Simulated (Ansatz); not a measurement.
One change: `[CH3][Ge]([NH2])([Cl])[Cl]` becomes `[CH3][Ge]([NH2])([F])[Cl]`.

Ansatz, PBE0-D4/def2-TZVP geometries, multiplicity 1. Each molecule was computed in one conformer, which needn't be the lowest.

Scalar relativity is left out up to krypton.

```csv
property,`[CH3][Ge]([NH2])([Cl])[Cl]`
HOMO energy (ωB97M-V/def2-TZVPP) / eV,-10.26
HOMO–LUMO gap (PBE0/def2-TZVPP) / eV,7.80
LUMO energy (ωB97M-V/def2-TZVPP) / eV,1.70
HOMO energy (PBE/def2-TZVPP) / eV,-6.44
HOMO–LUMO gap (ωB97M-V/def2-TZVPP) / eV,11.96
size of the dipole moment (B3LYP/def2-TZVPP) / D,3.62
```

Problem. What does the change do to each property? (Estimate.)

Solution. The calculation gave: 
| property | `[CH3][Ge]([NH2])([F])[Cl]` | shift |
| --- | --- | --- |
| HOMO energy (ωB97M-V/def2-TZVPP) / eV | -10.46 | -0.20 |
| HOMO–LUMO gap (PBE0/def2-TZVPP) / eV | 8.21 | 0.41 |
| LUMO energy (ωB97M-V/def2-TZVPP) / eV | 1.74 | 0.04 |
| HOMO energy (PBE/def2-TZVPP) / eV | -6.62 | -0.18 |
| HOMO–LUMO gap (ωB97M-V/def2-TZVPP) / eV | 12.20 | 0.24 |
| size of the dipole moment (B3LYP/def2-TZVPP) / D | 2.87 | -0.75 |

With PBE0 the HOMO falls by 0.19 eV and the LUMO rises by 0.21 eV, so the gap widens by about 0.40 eV. PBE moves the HOMO by -0.18 eV and ωB97M-V by -0.20 eV. Dipoles are sizes alone; their direction can turn.

B3LYP here is the variant with VWN-RPA as its local correlation; programs differ in this.
